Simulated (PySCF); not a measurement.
CH₅InS, SMILES C[S][InH2].

Coordinates come from a r2SCAN-D4/def2-SVP optimisation. The def2 effective core potentials stand for the cores of In; spin–orbit coupling is left out.

Method: PySCF with B3LYP/def2-TZVPD.

```
Item                                                                                                             Value
---------------------------------------------------------------------------------------------  -----------------------
total energy                                                                                        -629.56357 hartree
point group                                                                                                         Cs
highest occupied level                                                                                        -6.60 eV
lowest empty level                                                                                            -1.89 eV
orbital gap                                                                                                    4.71 eV
dipole moment                                                                                                   1.56 D
quadrupole, principal values (traceless, Buckingham form, about the centre of nuclear charge)    -6.68, 3.26, 3.42 D·Å
mean static polarisability                                                                       79.0 bohr³ (11.71 Å³)
polarisability, principal values                                                               58.0, 77.1, 102.0 bohr³
```
